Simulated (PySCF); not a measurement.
# Shapes and spin states of MnH₄

Computed with PBE0 in PySCF with Mn def2-TZVP, H def2-TZVP; no relativity; density-fitted integrals.

Relaxations began from a few typed shapes and spin states; open shells are unrestricted. The search is not exhaustive: other isomers or separated fragments can lie lower, and high-lying points may rest on an excited occupation.

```
                                spin  group                                                                bonds                                                                angles  imaginary modes (cm⁻¹)  ΔE (kJ/mol)  ΔE with ZPE (kJ/mol)
                 quartet (⟨S²⟩ 4.04)     Cs  H–H 0.860 Å, Mn–H 1.564 Å, Mn–H 1.606 Å, Mn–H 1.702 Å, Mn–H 1.745 Å  H–H–Mn 72.8°, H–H–Mn 78.3°, H–Mn–H 28.9°, H–Mn–H 71.3°, H–Mn–H 93.5°                    none          0.0                   0.0
                 quartet (⟨S²⟩ 4.11)    D2d                                                    Mn–H 1.623 Å (×4)                                 H–Mn–H 37.9° (×2), H–Mn–H 153.4° (×4)                    none         21.2                  12.7
                 quartet (⟨S²⟩ 4.13)    C2v                                 Mn–H 1.563 Å (×2), Mn–H 1.617 Å (×2)    H–Mn–H 56.0° (×2), H–Mn–H 77.6°, H–Mn–H 133.6° (×2), H–Mn–H 170.3°                 1 found         33.2                     –
broken-symmetry Ms = 3/2 (⟨S²⟩ 4.92)    D2h                                                    Mn–H 1.672 Å (×4)             H–Mn–H 45.9° (×2), H–Mn–H 134.1° (×2), H–Mn–H 180.0° (×2)        627i, 527i, 492i         60.7                     –
                 quartet (⟨S²⟩ 4.04)    C2v                                 Mn–H 1.529 Å (×2), Mn–H 1.644 Å (×2)                        H–Mn–H 65.0°, H–Mn–H 89.5° (×4), H–Mn–H 178.9°              504i, 191i         84.0                     –
broken-symmetry Ms = 1/2 (⟨S²⟩ 1.78)     Cs  H–H 0.848 Å, Mn–H 1.544 Å, Mn–H 1.594 Å, Mn–H 1.687 Å, Mn–H 1.739 Å  H–H–Mn 72.3°, H–H–Mn 79.1°, H–Mn–H 28.6°, H–Mn–H 67.1°, H–Mn–H 95.1°                    none        104.7                 108.0
broken-symmetry Ms = 1/2 (⟨S²⟩ 1.76)    D2d                                  H–H 0.940 Å (×2), Mn–H 1.612 Å (×4)              H–H–Mn 73.1° (×4), H–Mn–H 33.9° (×2), H–Mn–H 156.2° (×4)                    none        133.1                 138.2
                             doublet    C4v                                                    Mn–H 1.499 Å (×4)                                 H–Mn–H 67.3° (×4), H–Mn–H 103.2° (×2)              515i, 515i        193.7                     –
```

The lowest minimum found is the quartet (⟨S²⟩ 4.04) Cs: H–H 0.860 Å, Mn–H 1.564 Å, Mn–H 1.606 Å, Mn–H 1.702 Å, Mn–H 1.745 Å; H–H–Mn 72.8°, H–H–Mn 78.3°, H–Mn–H 28.9°, H–Mn–H 71.3°, H–Mn–H 93.5°.

For the lowest minimum: the determinant is spin-contaminated (⟨S²⟩ = 4.04, pure value 3.75). With open d or f shells other occupations or spin states may lie lower.

The electron or spin density has lower symmetry than the nuclear frame for the broken-symmetry Ms = 1/2 (⟨S²⟩ 1.76) D2d at 133.1 kJ/mol.
